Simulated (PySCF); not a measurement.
Compound: [SnBr3]- (charge -1).
Bonds: Sn1–Br2, Sn1–Br3, Sn1–Br4.

Theory: PBE0-D3(BJ)/def2-SVP geometry optimisation, gas phase, def2 core potentials past Kr in PySCF 2.14.0.

How far are the bound atoms from Sn1?

3 atoms: Br4 2.645 Å, Br3 2.645 Å, Br2 2.659 Å.

List the angles at Sn1.

| angle | degrees | distance of the outer atoms (Å) |
| --- | --- | --- |
| Br2–Sn1–Br3 | 98.7 | 4.02 |
| Br2–Sn1–Br4 | 98.4 | 4.02 |
| Br3–Sn1–Br4 | 97.9 | 3.99 |

What is the shape at Sn1?

Pyramidal: angles 98.7°, 98.4° and 97.9°, sum 295.0°, 1.29 Å off the plane of its three neighbours. The Sn–Br distances aren't all alike: 2.645 to 2.659 Å. Differences among atoms that C3v makes equivalent are scatter left by the optimiser.

Point group: C3v (tolerance 0.08 Å). Charge -1, singlet. The geometry's basis has no diffuse functions, a weakness for an anion. PBE0-D3(BJ)/def2-SVP frequencies: not computed here.

Time: 1.8 min of wall time; peak memory 0.54 GiB. Hardware: one thread, Arm Neoverse V2 (aarch64), no GPU, shared host with 96 logical CPUs at a one-minute load of 36. These figures are those of the optimisation.
